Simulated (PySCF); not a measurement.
C₃H₄F₂Si, SMILES C(F)(C#C)([SiH3])F. Heavy atoms are numbered as in [CH:1]#[C:2][C:3]([F:4])([F:5])[SiH3:6]. Hydrogens are named by the atom that carries them.

Coordinates come from a PBE-D3(BJ)/def2-SVP optimisation. The structure was generated by enumeration, and PubChem lists no compound with its InChIKey, so it may never have been made.

Computed with PBE/def2-TZVP (PySCF).

Atomic charges (e), one atom of each kind:

```tsv
atom	Mulliken	Löwdin
C1 (CH)	-0.09	-0.05
C2	-0.07	-0.09
C3	___	-0.60
F4	___	0.17
Si6 (SiH3)	___	0.32
H on C1	0.18	0.14
H on Si6	0.00	-0.02
```

Q: What belongs in the gaps? (An estimate is asked for; the answer gives what the named calculation found.)

A: 
- C3, Mulliken: 0.19
- F4, Mulliken: -0.15
- Si6 (SiH3), Mulliken: 0.11

Computed Mayer and Wiberg (Löwdin basis) orders of the bonds:
```
bond    Mayer  Wiberg
------  -----  ------
C1–C2    2.71    2.91
C2–C3    1.08    1.27
C3–F4    1.12    1.65
C3–F5    1.12    1.65
C3–Si6   0.98    0.99
```
